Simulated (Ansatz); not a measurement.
Species: F4Sn, SMILES `[F][Sn]([F])([F])[F]` (charge 0, multiplicity 1).

**Question.** Give a relaxed geometry from PBE0-D4/def2-TZVP (Ansatz, a first-principles code).

**Answer.** the end point of this relaxation (outside a Z-matrix the atoms follow the SMILES, hydrogens last).
Bonded distances (Å): F1–Sn2 1.876, Sn2–F3 1.876, Sn2–F4 1.876, Sn2–F5 1.876. Angles (°): F1–Sn2–F3 109.5, F1–Sn2–F4 109.5, F1–Sn2–F5 109.5, F3–Sn2–F4 109.5, F3–Sn2–F5 109.5, F4–Sn2–F5 109.5.
